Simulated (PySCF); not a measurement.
CHBF₄.

```xyz
7

B      0.9377     0.5375     0.6531
C     -0.0944    -0.2736    -0.2792
F     -1.3748     0.0947    -0.1230
F     -0.0134    -1.5947    -0.0102
F      0.2252    -0.0999    -1.5796
F      0.4698     1.4491     1.4688
H      2.1167     0.3112     0.6044
```

Geometry: B3LYP-D3(BJ)/def2-SVP.

All values below come from PBE0/pcSseg-1 (PySCF). Non-relativistic, no solvent.

Task: Give the absolute GIAO shielding of each atom: isotropic value and principal components (ppm). (An estimate is asked for; the answer gives what the named calculation found.)

Result: 
```tsv
atom	σ(iso)	σ11	σ22	σ33	span
B1	56.7	18.7	59.9	91.6	72.9
C2	56.5	47.6	54.8	67.2	19.7
F3	271.4	173.6	289.0	351.5	178.0
F4	257.9	155.3	281.7	336.7	181.4
F5	257.9	155.5	281.6	336.7	181.2
F6	179.8	-47.6	91.0	496.1	543.7
H7	26.2	24.9	25.3	28.4	3.5
```
